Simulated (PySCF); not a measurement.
C2H2Cl, doublet, geometry from GFN2-xTB; DF-REVPBE/def2-SVP (PySCF).

Here is a job for PySCF.
```python
from pyscf import gto, scf, dft

mol = gto.Mole()
mol.atom = '''
    C    -0.158121    0.849492    0.000224
    C     0.972593    1.428190    0.015354
    Cl   -0.339905   -0.957409   -0.006518
    H    -1.134124    1.300848   -0.010446
    H     2.025674    1.309009    0.027792
'''
mol.basis = 'def2-svp'
mol.charge = 0
mol.spin = 1
mol.verbose = 4
mol.build()

mf = dft.UKS(mol)
mf.xc = 'revpbe'
mf = mf.density_fit(auxbasis='def2-universal-jkfit')
mf.kernel()
```

It wrote (shortened):

```
PySCF version 2.14.0

[INPUT] verbose = 4
[INPUT] num. atoms = 5
[INPUT] num. electrons = 31
[INPUT] charge = 0
[INPUT] spin (= nelec alpha-beta = 2S) = 1
[INPUT] symmetry False subgroup None
[INPUT] Mole.unit = angstrom
[INPUT] Symbol           X                Y                Z      unit          X                Y                Z       unit  Magmom
[INPUT]  1 C     -0.158121000000   0.849492000000   0.000224000000 AA   -0.298805384542   1.605307225009   0.000423298652 Bohr   0.0
[INPUT]  2 C      0.972593000000   1.428190000000   0.015354000000 AA    1.837934400669   2.698887953843   0.029014854917 Bohr   0.0
[INPUT]  3 Cl    -0.339905000000  -0.957409000000  -0.006518000000 AA   -0.642327358370  -1.809240799194  -0.012317234880 Bohr   0.0
[INPUT]  4 H     -1.134124000000   1.300848000000  -0.010446000000 AA   -2.143183751296   2.458246449688  -0.019740079097 Bohr   0.0
[INPUT]  5 H      2.025674000000   1.309009000000   0.027792000000 AA    3.827969077652   2.473668504591   0.052519268454 Bohr   0.0

nuclear repulsion = 80.0881898922906
number of shells = 26
number of NR pGTOs = 98
number of NR cGTOs = 56
basis = def2-svp
ecp = {}

******** <class 'pyscf.df.df_jk.DFUKS'> ********
method = DFUKS
initial guess = minao
damping factor = 0
level_shift factor = 0
DIIS = <class 'pyscf.scf.diis.CDIIS'>
diis_start_cycle = 1
diis_space = 8
diis_damp = 0
SCF conv_tol = 1e-09
SCF conv_tol_grad = None
SCF max_cycles = 50
direct_scf = False
number electrons alpha = 16  beta = 15
XC library pyscf.dft.libxc version 7.1.2
    S. Lehtola, C. Steigemann, M. J. T. Oliveira, and M. A. L. Marques,  SoftwareX 7, 1–5 (2018)
XC functionals = revpbe
    Y. Zhang and W. Yang,  Phys. Rev. Lett. 80, 890 (1998)
    J. P. Perdew, K. Burke, and M. Ernzerhof,  Phys. Rev. Lett. 77, 3865 (1996)
    J. P. Perdew, K. Burke, and M. Ernzerhof,  Phys. Rev. Lett. 78, 1396 (1997)
radial grids:
    Treutler-Ahlrichs [JCP 102, 346 (1995); DOI:10.1063/1.469408] (M4) radial grids

becke partition: Becke, JCP 88, 2547 (1988); DOI:10.1063/1.454033
pruning grids: <function nwchem_prune>
grids dens level: 3
symmetrized grids: False
atomic radii adjust function: <function treutler_atomic_radii_adjust>
small_rho_cutoff = 0
Set gradient conv threshold to 3.16228e-05
tot grids = 66736
init E= -537.366926967767

cycle= 1 E= -537.174293157608  delta_E= 0.193  |g|= 0.168  |ddm|= 1.73
cycle= 2 E= -537.181546174126  delta_E= -0.00725  |g|= 0.14  |ddm|= 0.415
cycle= 3 E= -537.192545380552  delta_E= -0.011  |g|= 0.0164  |ddm|= 0.198
cycle= 4 E= -537.192544198581  delta_E= 1.18e-06  |g|= 0.0186  |ddm|= 0.0385
cycle= 5 E= -537.19276081274  delta_E= -0.000217  |g|= 0.00605  |ddm|= 0.0284
cycle= 6 E= -537.19278268621  delta_E= -2.19e-05  |g|= 0.00366  |ddm|= 0.00883
cycle= 7 E= -537.19279171139  delta_E= -9.03e-06  |g|= 0.00122  |ddm|= 0.00534
cycle= 8 E= -537.192793590344  delta_E= -1.88e-06  |g|= 0.000432  |ddm|= 0.00298
cycle= 9 E= -537.192793853185  delta_E= -2.63e-07  |g|= 8.82e-05  |ddm|= 0.00122
cycle= 10 E= -537.192793864517  delta_E= -1.13e-08  |g|= 1.8e-05  |ddm|= 0.000287
cycle= 11 E= -537.19279386481  delta_E= -2.93e-10  |g|= 4.71e-06  |ddm|= 4.77e-05
Extra cycle  E= -537.192793864804  delta_E= 6.25e-12  |g|= 6.12e-06  |ddm|= 1.49e-05
converged SCF energy = -537.192793864804  <S^2> = 0.75840115  2S+1 = 2.0083836
```
